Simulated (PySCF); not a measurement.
Species: V(NH2)F3 (doublet state).
Structure used (PBE0-D3(BJ)/def2-SVP), in Å, numbered top down from 1:
```xyz
7
F3H2NV angstrom
V     -0.0070    0.0000   -0.7264
N     -0.0812   -0.0010    1.0565
H      0.7550   -0.0130    1.6381
H     -0.9365    0.0064    1.6094
F      1.6856    0.0075   -1.0486
F     -0.7082    1.4743   -1.2637
F     -0.7078   -1.4742   -1.2653
```

Computed with PBE0-D3(BJ)/def2-SVP geometry optimisation, gas phase (PySCF).

(1) Which atoms are bound to V1, and at what distances?

(2) List the angles at V1.

(3) What is the shape at V1?

(4) What are the other bond lengths?

(5) What are the rotational constants (commonest isotopes, rigid rotor)?

## Answers

(1) 4 atoms: F6 1.719 Å, F7 1.719 Å, F5 1.723 Å, N2 1.784 Å. The nearest atom not counted as bound is H3, at 2.48 Å.

(2) 
| angle | degrees | distance of the outer atoms (Å) |
| --- | --- | --- |
| F6–V1–F7 | 118.1 | 2.95 |
| F5–V1–F7 | 110.2 | 2.82 |
| F5–V1–F6 | 109.8 | 2.82 |
| N2–V1–F6 | 107.2 | 2.82 |
| N2–V1–F7 | 107.2 | 2.82 |
| N2–V1–F5 | 103.2 | 2.75 |

(3) Distorted tetrahedral: angles from 103.2° to 118.1°; τ4 = (360° − α − β)/141° = 0.93 with α and β the two widest (0 for a square, 1 for a tetrahedron).

(4) N2–H3 1.019 Å; N2–H4 1.019 Å.

(5) A = 3534, B = 3353, C = 3209 MHz: an asymmetric top.

Point group: Cs (every atom within 0.08 Å of its image). Charge 0, doublet. ⟨S²⟩ = 0.763 (exact for a doublet: 0.75). Stationary, but not proved a minimum.

On one thread of an Arm Neoverse N1, no GPU, on a shared host, this took 98 s of wall time. That covers the optimisation of the geometry.

Neither the SCF state along the optimisation nor the shape of the open-shell metal species was proved the lowest: other solutions of the same spin, or a structure of lower symmetry, can lie below.
